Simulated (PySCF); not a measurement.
Al(All)(F)(OH) (C3H6AlFO), SMILES C=C[CH2][Al]([OH])[F]. Atoms are numbered in the order given.

```xyz
12

Al     0.3544     0.4869     0.4838
C     -0.1151    -1.3848     0.6554
C     -1.0615    -1.3109    -0.5032
C     -0.7140    -1.2169    -1.7991
H     -0.6022    -1.6915     1.5886
H      0.7560    -2.0249     0.4496
H     -2.1271    -1.2267    -0.2527
H      0.3312    -1.2783    -2.1226
H     -1.4701    -1.0965    -2.5780
F      1.6875     0.9075    -0.4274
O     -0.6042     1.7064     1.1688
H     -0.5047     2.6451     1.0038
```
Charge 0, spin multiplicity 1.

Geometry: PBE0-D3(BJ)/def2-SVP. The structure was generated by enumeration; whether it is a known compound was not checked. Other conformers were not sampled.

Level of theory: PBE0/pcSseg-1 run with PySCF.

GIAO shieldings, no solvent; atoms listed in one row are averaged. δ = σ(ref) − σ: ¹³C against TMS (σ = 186.3 ppm); ¹H against TMS (σ = 31.56 ppm); ¹⁹F against CFCl3 (σ = 167.2 ppm); ¹⁷O against H2O (σ = 334.2 ppm), references at their B3LYP-D3(BJ)/def2-TZVP geometries, non-relativistic.

Task: Estimate the chemical shifts. (The exact figures need the calculation; the answer reports its results.)

Result: 
```csv
nucleus,atoms,count,δ (ppm)
¹³C,C3,1,147.0
¹³C,C4,1,123.1
¹³C,C2,1,14.8
¹H,H7,1,6.82
¹H,H8,1,5.98
¹H,H9,1,5.61
¹H,H6,1,2.16
¹H,H12,1,1.82
¹H,H5,1,1.68
¹⁹F,F10,1,-196.6
¹⁷O,O11,1,25.0
```
